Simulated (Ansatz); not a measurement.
Wavefunction ladder for BFH$_{5}$NOSSi, SMILES `BS[Si](N)(O)F`

Z-matrix (Å, degrees):
```
Si
S 1 2.157
O 1 1.622 2 110.5
N 1 1.680 2 113.6 3 -121.4
F 1 1.590 2 105.1 3 121.6
B 2 1.772 1 101.2 3 -47.8
H 3 0.959 1 117.2 2 33.1
H 4 1.005 1 122.4 2 83.0
H 4 1.005 1 122.6 2 -81.7
H 6 1.197 2 122.0 1 2.2
H 6 1.192 2 117.3 1 -178.6
```

Charge 0, multiplicity 1. The geometry is a stationary point of PBE0-D4/def2-TZVP. It is one conformer, not always the lowest. Frozen core, restricted reference, Ansatz. CBS rows extrapolate triple and quadruple zeta; past MP2 they add the triple-zeta difference.

```csv
basis,HF (Eh),MP2 corr.
def2-SVP,-942.58554,-0.84328
def2-TZVPP,-943.16453,-1.09243
def2-QZVPP,-943.19777,-1.18446
```

Problem. Estimate the CCSD correlation energy and the (T) correction in each basis where they were run (hartree).

Solution. 
| basis | CCSD corr. | (T) |
| --- | --- | --- |
| def2-SVP | -0.89013 | -0.02143 |
| def2-TZVPP | -1.13144 | -0.04300 |
| CBS(def2) | -1.29163 | as TZ |
